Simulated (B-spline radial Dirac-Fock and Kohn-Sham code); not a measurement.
K-line shifts caused by a second vacancy in Se²⁴⁺

System: selenium as Se²⁴⁺, configuration [He] 2s2 2p6.

Model: ΔSCF Dirac-Fock with Breit, self-energy and vacuum polarisation, finite nucleus, configuration average. Program: a radial B-spline solver. Each two-hole energy is an average over J within one jj subconfiguration, not an observable level; in light atoms, where LS coupling holds, the j-resolved values are not observed lines, and for a K spectator the Kα1 hypersatellite is nearly forbidden. Correlation and solid-state effects are left out.

Lines without a spectator: Kα2 (K-L2) 11243.3 eV, Kα1 (K-L3) 11286.1 eV. Shifts in eV with one spectator hole (a dash: not computed, or left out as unreliable):

```csv
spectator hole,Kα2,Kα1
K (1s),+371.0,+376.3
L2 (2p1/2),+42.3,+51.4
L3 (2p3/2),+46.1,+44.9
```

With n spectator holes in 2p, averaged over the 2p shell (energies in eV):

| n | KαLⁿ | step | hypersatellite KαʰLⁿ |
| --- | --- | --- | --- |
| 0 | 11271.8 | – | 11646.4 |
| 1 | 11318.6 | +46.8 | 11694.5 |
| 2 | 11366.8 | +48.2 | 11744.2 |
| 3 | 11416.5 | +49.7 | 11795.2 |
| 4 | 11467.6 | +51.1 | 11847.7 |
| 5 | 11520.1 | +52.5 | 11901.6 |
